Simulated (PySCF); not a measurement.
## Frontier levels across methods

Species: C3H7FSi.
Z-matrix (Å and degrees, PBE0-D3(BJ)/def2-SVP geometry), rows numbered from 1:
```
C 
C   1  1.3341
C   2  1.4891  1  125.00
F   3  1.3904  2  110.28  1  -142.47
Si  3  1.9164  2  111.20  1    98.61
H   1  1.0926  2  121.26  3  -175.67
H   1  1.0952  2  121.68  3     3.75
H   2  1.0973  1  120.27  3   176.14
H   3  1.1056  2  110.35  1   -22.88
H   5  1.4925  3  108.77  2    54.50
H   5  1.4937  3  109.07  2   -65.26
H   5  1.4928  3  109.71  2   174.37
```

Basis pcSseg-2 throughout (PySCF), one geometry. Isolated species at its PBE0-D3(BJ)/def2-SVP geometry (one conformer only).

**Question.** How do the orbital energies, the gap and the dipole change with the method?

**Answer.** 
```json
{"method": "BLYP", "kind": "GGA", "HOMO (eV)": "-6.29", "LUMO (eV)": "-1.40", "gap (eV)": "4.89", "μ (D)": "1.56", "SCF cycles": "16"}
{"method": "OPBE", "kind": "GGA", "HOMO (eV)": "-6.37", "LUMO (eV)": "-1.41", "gap (eV)": "4.96", "μ (D)": "1.47", "SCF cycles": "16"}
{"method": "B97-D", "kind": "GGA", "HOMO (eV)": "-6.38", "LUMO (eV)": "-1.42", "gap (eV)": "4.96", "μ (D)": "1.55", "SCF cycles": "16"}
{"method": "PBE", "kind": "GGA", "HOMO (eV)": "-6.42", "LUMO (eV)": "-1.54", "gap (eV)": "4.88", "μ (D)": "1.53", "SCF cycles": "16"}
{"method": "KT2", "kind": "GGA", "HOMO (eV)": "-6.45", "LUMO (eV)": "-1.53", "gap (eV)": "4.92", "μ (D)": "1.58", "SCF cycles": "15"}
{"method": "KT3", "kind": "GGA", "HOMO (eV)": "-6.45", "LUMO (eV)": "-1.48", "gap (eV)": "4.97", "μ (D)": "1.55", "SCF cycles": "15"}
{"method": "BP86", "kind": "GGA", "HOMO (eV)": "-6.51", "LUMO (eV)": "-1.61", "gap (eV)": "4.90", "μ (D)": "1.54", "SCF cycles": "16"}
{"method": "LDA", "kind": "LDA", "HOMO (eV)": "-6.59", "LUMO (eV)": "-1.78", "gap (eV)": "4.81", "μ (D)": "1.60", "SCF cycles": "15"}
{"method": "B97-2", "kind": "global hybrid", "HOMO (eV)": "-7.31", "LUMO (eV)": "-0.58", "gap (eV)": "6.73", "μ (D)": "1.64", "SCF cycles": "14"}
{"method": "B3LYP", "kind": "global hybrid", "HOMO (eV)": "-7.36", "LUMO (eV)": "-0.78", "gap (eV)": "6.59", "μ (D)": "1.67", "SCF cycles": "14"}
{"method": "PBE0", "kind": "global hybrid", "HOMO (eV)": "-7.57", "LUMO (eV)": "-0.55", "gap (eV)": "7.02", "μ (D)": "1.65", "SCF cycles": "14"}
{"method": "mPW1PW91", "kind": "global hybrid", "HOMO (eV)": "-7.59", "LUMO (eV)": "-0.55", "gap (eV)": "7.03", "μ (D)": "1.66", "SCF cycles": "14"}
{"method": "BHandHLYP", "kind": "global hybrid", "HOMO (eV)": "-8.57", "LUMO (eV)": "0.51", "gap (eV)": "9.08", "μ (D)": "1.79", "SCF cycles": "12"}
{"method": "CAM-B3LYP", "kind": "range-separated hybrid", "HOMO (eV)": "-8.90", "LUMO (eV)": "0.55", "gap (eV)": "9.45", "μ (D)": "1.73", "SCF cycles": "12"}
{"method": "wB97X-D", "kind": "range-separated hybrid", "HOMO (eV)": "-9.39", "LUMO (eV)": "1.25", "gap (eV)": "10.65", "μ (D)": "1.68", "SCF cycles": "13"}
{"method": "HF", "kind": "Hartree–Fock", "HOMO (eV)": "-10.04", "LUMO (eV)": "2.70", "gap (eV)": "12.74", "μ (D)": "1.89", "SCF cycles": "11"}
{"method": "LC-wPBE", "kind": "range-separated hybrid", "HOMO (eV)": "-10.24", "LUMO (eV)": "1.70", "gap (eV)": "11.94", "μ (D)": "1.73", "SCF cycles": "13"}
```

The HOMO spans 3.95 eV, from BLYP down to LC-wPBE, and the gap runs from 4.81 eV (LDA) to 12.74 eV (HF). Over the methods BLYP (0 %), OPBE (0 %), B97-D (0 %), PBE (0 %), KT2 (0 %), KT3 (0 %), BP86 (0 %), LDA (0 %), B97-2 (21 %), B3LYP (20 %), PBE0 (25 %), mPW1PW91 (25 %), BHandHLYP (50 %), HF (100 %), a straight line through the gap against the share of exact exchange rises by 0.79 eV for each 10 % (correlation coefficient 0.999). The dipole ranges from 1.47 D (OPBE) to 1.89 D (HF). This basis has no diffuse functions.

The vertical ΔSCF ionisation energy at CAM-B3LYP/def2-SVPD is 9.76 eV; −ε(HOMO) comes closest to it with HF (10.04 eV).
